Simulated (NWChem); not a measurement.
BH, singlet; SMILES [BH]

Computed with NWChem. Low-valent species are run as closed-shell singlets; no triplet was tried in these runs. The level has its own optimisation; frequencies are unscaled.

**Question.** Estimate the computed values for PBE/def2-SVPD. Quantities: r B–H (Å); highest harmonic frequency (cm⁻¹); zero-point energy (kcal/mol); dipole (D).

**Answer.** 
```yaml
r B–H (Å): 1.262
highest harmonic frequency (cm⁻¹): 2262
zero-point energy (kcal/mol): 3.2
dipole (D): 1.49
```
